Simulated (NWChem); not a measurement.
System: SF₃, doublet; SMILES F[S](F)F

Here is an NWChem input.

```
start job
memory heap 200 mb stack 900 mb global 1100 mb
geometry units angstroms
  F      1.620821    -0.603724     0.052514
  S      0.185672     0.314486     0.034561
  F     -1.309283     1.131394     0.005393
  F     -0.624916    -1.058456    -0.116152
end
basis spherical
  * library def2-svp
end
dft
  odft
  mult 2
  xc pbe0
  iterations 150
end
driver
  maxiter 120
end
task dft optimize
task dft freq
```

NWChem printed, in part:

```
             Northwest Computational Chemistry Package (NWChem) 7.3.0
             --------------------------------------------------------

 C2V symmetry detected

                             Geometry "geometry" -> ""
                             -------------------------

 Output coordinates in angstroms (scale by  1.889725989 to convert to a.u.)

  No.       Tag          Charge          X              Y              Z
 ---- ---------------- ---------- -------------- -------------- --------------
    1 F                    9.0000    -1.70281857     0.00000000     0.30084109
    2 S                   16.0000     0.00000000     0.00000000     0.35992709
    3 F                    9.0000     1.70281857     0.00000000     0.30084109
    4 F                    9.0000     0.00000000     0.00000000    -1.24155256

 Effective nuclear repulsion energy (a.u.)     186.9274016797

      Symmetry information
      --------------------

 Group name             C2v
 Group number             16
 Group order               4
 No. of unique centers     3

                                Z-matrix (autoz)
                                --------

 Units are Angstrom for bonds and degrees for angles

      Type          Name      I     J     K     L     M      Value
      ----------- --------  ----- ----- ----- ----- ----- ----------
    1 Stretch                  1     2                       1.70384
    2 Stretch                  2     3                       1.70384
    3 Stretch                  2     4                       1.60148
    4 Bend                     1     2     4                88.01269
    5 Bend                     3     2     4                88.01269
    6 Torsion                  1     2     4     3         180.00000
    7 Torsion                  1     4     2     3         180.00000

                           NWChem Geometry Optimization
                           ----------------------------

 maximum gradient threshold         (gmax) =   0.000450
 rms gradient threshold             (grms) =   0.000300
 maximum cartesian step threshold   (xmax) =   0.001800
 rms cartesian step threshold       (xrms) =   0.001200
 fixed trust radius                (trust) =   0.300000
 source of zmatrix                         =   autoz

          -------------------
          Energy Minimization
          -------------------

 Using diagonal initial Hessian
 Scaling for Hessian diagonals: bonds = 1.00  angles = 0.25  torsions = 0.10

[...]

      ----------------------
      Optimization converged
      ----------------------

  Step       Energy      Delta E   Gmax     Grms     Xrms     Xmax
  ---- ---------------- -------- -------- -------- -------- --------
@    4    -696.82689329  7.8D-08  0.00002  0.00001  0.00011  0.00019
                                     ok       ok       ok       ok

                                Z-matrix (autoz)
                                --------

 Units are Angstrom for bonds and degrees for angles

      Type          Name      I     J     K     L     M      Value     Gradient
      ----------- --------  ----- ----- ----- ----- ----- ---------- ----------
    1 Stretch                  1     2                       1.67145   -0.00001
    2 Stretch                  2     3                       1.67145   -0.00001
    3 Stretch                  2     4                       1.59525    0.00002
    4 Bend                     1     2     4                87.22860   -0.00001
    5 Bend                     3     2     4                87.22860   -0.00001
    6 Torsion                  1     2     4     3         180.00000   -0.00000
    7 Torsion                  1     4     2     3         180.00000    0.00000

                         Geometry "geometry" -> "geometry"
                         ---------------------------------

 Output coordinates in angstroms (scale by  1.889725989 to convert to a.u.)

[...]

 Rotational Constants
 --------------------
 A=   0.467323 cm-1  (  0.672358 K)
 B=   0.159177 cm-1  (  0.229016 K)
 C=   0.118735 cm-1  (  0.170829 K)

 Temperature                      =   298.15K
 frequency scaling parameter      =   1.0000

 Zero-Point correction to Energy  =    4.444 kcal/mol  (  0.007082 au)
 Thermal correction to Energy     =    6.776 kcal/mol  (  0.010798 au)
 Thermal correction to Enthalpy   =    7.368 kcal/mol  (  0.011742 au)

 Total Entropy                    =   65.307 cal/mol-K
   - Translational                =   39.352 cal/mol-K (mol. weight =  88.9673)
   - Rotational                   =   23.329 cal/mol-K (symmetry #  =        2)
   - Vibrational                  =    2.627 cal/mol-K

 Cv (constant volume heat capacity) =   11.031 cal/mol-K
   - Translational                  =    2.979 cal/mol-K
   - Rotational                     =    2.979 cal/mol-K
   - Vibrational                    =    5.072 cal/mol-K

[normal modes left out]

 ----------------------------------------------------------------------------
 Normal Eigenvalue ||           Projected Infra Red Intensities
  Mode   [cm**-1]  || [atomic units] [(debye/angs)**2] [(KM/mol)] [arbitrary]
 ------ ---------- || -------------- ----------------- ---------- -----------
    1     -133.853 ||    0.005883           0.136         5.735       1.130
    2       -0.000 ||    0.000042           0.001         0.041       0.008
    3       -0.000 ||    0.000186           0.004         0.181       0.036
    4       -0.000 ||    0.000000           0.000         0.000       0.000
    5       -0.000 ||    0.000126           0.003         0.123       0.024
    6        0.000 ||    0.000065           0.002         0.064       0.013
    7        0.000 ||    0.000704           0.016         0.687       0.135
    8      370.113 ||    0.015293           0.353        14.908       2.936
    9      471.257 ||    0.002561           0.059         2.497       0.492
   10      601.190 ||    0.002992           0.069         2.917       0.575
   11      794.499 ||    0.491150          11.331       478.797      94.300
   12      873.238 ||    0.106001           2.446       103.335      20.352
 ----------------------------------------------------------------------------

 ===============================================================================
      Negative Nuclear Hessian Mode    1  Eigenvalue =   -133.85 cm**(-1)
 -------------------------------------------------------------------------------
   Raw step length:  0.108 angstroms ;  The Raw step for this mode is:
    1 F                    9.0000    -0.00000000    -0.05957890    -0.00000002
    2 S                   16.0000     0.00000001     0.06721869     0.00000002
    3 F                    9.0000    -0.00000001    -0.05957890    -0.00000001
    4 F                    9.0000    -0.00000001     0.00603665     0.00000001

  Geometry after  100.0% step for mode  1; Step length =  0.108 angstroms
   Maximum component (any atom: x,y, or z) displacement:  0.127
    1 F                    9.0000    -1.66949803    -0.05957890     0.28841732
    2 S                   16.0000     0.00000001     0.06721869     0.36923404
    3 F                    9.0000     1.66949802    -0.05957890     0.28841733
    4 F                    9.0000    -0.00000001     0.00603665    -1.22601199

  Geometry after -100.0% step for mode  1; Step length =  0.108 angstroms
   Maximum component (any atom: x,y, or z) displacement:  0.127
    1 F                    9.0000    -1.66949803     0.05957890     0.28841736
    2 S                   16.0000    -0.00000001    -0.06721869     0.36923400
    3 F                    9.0000     1.66949804     0.05957890     0.28841736
    4 F                    9.0000     0.00000001    -0.00603665    -1.22601200

  Geometry after   50.0% step for mode  1; Step length =  0.054 angstroms
   Maximum component (any atom: x,y, or z) displacement:  0.064
    1 F                    9.0000    -1.66949803    -0.02978945     0.28841733
    2 S                   16.0000     0.00000000     0.03360935     0.36923403
    3 F                    9.0000     1.66949803    -0.02978945     0.28841734
    4 F                    9.0000    -0.00000000     0.00301832    -1.22601199

  Geometry after  -50.0% step for mode  1; Step length =  0.054 angstroms
   Maximum component (any atom: x,y, or z) displacement:  0.064
    1 F                    9.0000    -1.66949803     0.02978945     0.28841735
    2 S                   16.0000    -0.00000000    -0.03360935     0.36923401
    3 F                    9.0000     1.66949803     0.02978945     0.28841735
    4 F                    9.0000     0.00000000    -0.00301832    -1.22601200

  Geometry after  157.4% step for mode  1; Step length =  0.170 angstroms
   Maximum component (any atom: x,y, or z) displacement:  0.200
    1 F                    9.0000    -1.66949803    -0.09380663     0.28841731
    2 S                   16.0000     0.00000002     0.10583545     0.36923404
    3 F                    9.0000     1.66949802    -0.09380663     0.28841732
    4 F                    9.0000    -0.00000001     0.00950467    -1.22601198

  Geometry after -157.4% step for mode  1; Step length =  0.170 angstroms
   Maximum component (any atom: x,y, or z) displacement:  0.200
    1 F                    9.0000    -1.66949803     0.09380663     0.28841738
    2 S                   16.0000    -0.00000002    -0.10583545     0.36923400
    3 F                    9.0000     1.66949804     0.09380663     0.28841736
    4 F                    9.0000     0.00000001    -0.00950467    -1.22601201

  Geometry after   78.7% step for mode  1; Step length =  0.085 angstroms
   Maximum component (any atom: x,y, or z) displacement:  0.100
    1 F                    9.0000    -1.66949803    -0.04690332     0.28841733
    2 S                   16.0000     0.00000001     0.05291772     0.36923403
    3 F                    9.0000     1.66949803    -0.04690332     0.28841733
    4 F                    9.0000    -0.00000001     0.00475233    -1.22601199

  Geometry after  -78.7% step for mode  1; Step length =  0.085 angstroms
   Maximum component (any atom: x,y, or z) displacement:  0.100
    1 F                    9.0000    -1.66949803     0.04690332     0.28841736
    2 S                   16.0000    -0.00000001    -0.05291772     0.36923401
    3 F                    9.0000     1.66949803     0.04690332     0.28841735
    4 F                    9.0000     0.00000001    -0.00475233    -1.22601200
```

Level: PBE0/def2-SVP, spin-unrestricted. The optimisation ended at a saddle point (imaginary frequency).
